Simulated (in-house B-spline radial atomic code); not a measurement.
# Ionising Mg4+ with different functionals

Computed with an all-electron radial atomic-structure program (B-spline basis): non-relativistic Hamiltonian, point nucleus, spin-polarised at highest spin, spherical fractional occupations for the functionals, and exact exchange of hybrids averaged over the configuration. The ionisation energy is the difference of two self-consistent energies, [He] 2s2 2p4 → [He] 2s2 2p3, without Breit or QED terms; ε is the level of the shell that loses the electron (its least bound occupied spin orbital).

```csv
method,rung,ΔSCF (eV),-ε(2p) (eV)
PBE0,global hybrid,140.93,129.54
B3LYP,global hybrid,141.32,128.93
TPSSh,global hybrid,140.50,126.75
M06-2X,global hybrid,141.76,134.88
BHandHLYP,global hybrid,141.15,134.11
r2SCAN0,global hybrid,140.01,129.25
B97-1,global hybrid,140.99,128.86
HSE06,range-separated hybrid,140.99,129.20
wB97X,range-separated hybrid,140.66,131.57
CAM-B3LYP,range-separated hybrid,?,?
LC-wPBE,range-separated hybrid,?,?
```

**Question.** What does CAM-B3LYP give?

**Answer.** ΔSCF 141.20 eV, and -ε(2p) = 130.90 eV.

**Question.** What does LC-wPBE give?

**Answer.** ΔSCF 141.09 eV, and -ε(2p) = 131.10 eV.

**Question.** Among the functionals, which spreads more, the ΔSCF values or the orbital energies?

**Answer.** The orbital energies: ΔSCF values span about 1.75 eV and the orbital energies 8.13 eV; here energy differences depend much less on the functional than eigenvalues do.

**Question.** How do they compare with the NIST value?

**Answer.** NIST lists 141.33 eV ± 0.03 (semi-empirical, ground level to ground level). Errors run from -1.32 to +0.43 eV; B3LYP is closest (-0.01 eV), but part of that can be cancellation, since the calculations leave out relativity, Breit-QED terms, multiplet and fine-structure energies.
